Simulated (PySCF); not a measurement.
## Computed properties of heptane (C7H16), SMILES CCCCCCC

C7H16, SMILES CCCCCCC. The structure is a stationary point at B3LYP-D3(BJ)/def2-SVP. Other conformers were not sampled. All values are computed for the isolated molecule unless a solvent is named; none is compared with measurement here.

**Structure.** The optimised structure has C2v symmetry. All 63 harmonic modes at B3LYP-D3(BJ)/def2-SVP (PySCF) are real, so it is a minimum. With heavy atoms numbered as in [CH3:1][CH2:2][CH2:3][CH2:4][CH2:5][CH2:6][CH3:7], the shortest bond between them is C6–C7 at 1.528 Å and the longest C5–C6 at 1.530 Å.

**Vibrations.** The strongest infrared lines (harmonic, unscaled, degenerate partners summed) lie at 3017 cm⁻¹ (129 km/mol, H 95 %), 3066 cm⁻¹ (109 km/mol, H 90 %, C 10 %), 3098 cm⁻¹ (104 km/mol, H 91 %, C 9 %). The softest mode is at 65 cm⁻¹ and the zero-point energy is 135.8 kcal/mol.

**Electronic structure.** ωB97X/def2-SVP (PySCF) places the frontier levels at -11.06 and 3.91 eV, a gap of 14.97 eV, and gives a dipole moment of 0.05 D and a mean polarisability of 79.3 bohr³.

**Excitations.** TDDFT-PBE0/def2-SVP (PySCF) has S1 at 9.28 eV (134 nm, f = 0.007, weak); the most intense of the 10 singlets computed lies at 9.92 eV (f = 0.01). T1 (TDA) is at 8.97 eV. No vertical singlet excitation falls in the visible range (under 3.1 eV).

**NMR.** GIAO shifts at HF/pcSseg-1 (PySCF) (non-relativistic, atoms alike by connectivity averaged): ¹³C from 18.6 to 34.7 ppm against TMS; ¹H from 1.2 to 1.4 ppm against TMS.
